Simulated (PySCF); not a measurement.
Ag2, SMILES [Ag][Ag], multiplicity 1.

The structure is a stationary point at PBE0-D3(BJ)/def2-TZVPD. The spin state was assumed, not searched. The def2 effective core potentials stand for the cores of Ag; spin–orbit coupling is left out.

All values below come from PySCF with TDDFT-CAM-B3LYP/def2-TZVPD.

Vertical excitations; the highest root listed may be one member of a degenerate set. The molecule is in vacuum. State labels are in the subgroup D2h.

```tsv
state	symmetry	energy (eV)	λ (nm)	f	main pairs
S1	B1u	3.03	409	0.395	HOMO→LUMO 98 %
S2	Ag	4.31	288	0.000	HOMO−1→LUMO 82 %, HOMO→LUMO+3 14 %
S3	B2u	4.43	280	0.128	HOMO−2→LUMO, HOMO→LUMO+1 (degenerate set)
S4	B3u	4.43	280	0.128	HOMO−3→LUMO, HOMO→LUMO+2 (degenerate set)
S5	B2u	4.72	263	0.331	HOMO→LUMO+1, HOMO−2→LUMO (degenerate set)
S6	B3u	4.72	263	0.331	HOMO→LUMO+2, HOMO−3→LUMO (degenerate set)
S7	B1g	4.79	259	0.000	HOMO−4→LUMO (degenerate set)
S8	Ag	4.79	259	0.000	HOMO−5→LUMO (degenerate set)
S9	Au	4.97	249	0.000	HOMO−6→LUMO (degenerate set)
S10	B1u	4.97	249	0.000	HOMO−7→LUMO (degenerate set)
T1	B1u	1.63	760	0	HOMO→LUMO 98 %
T2	B3u	3.56	348	0	HOMO→LUMO+2 (degenerate set)
T3	B2u	3.56	348	0	HOMO→LUMO+1 (degenerate set)
T4	Ag	4.00	310	0	HOMO−1→LUMO 84 %
```
Triplets are in the Tamm–Dancoff approximation, which puts them higher than full response would, so one can lie above its singlet here.
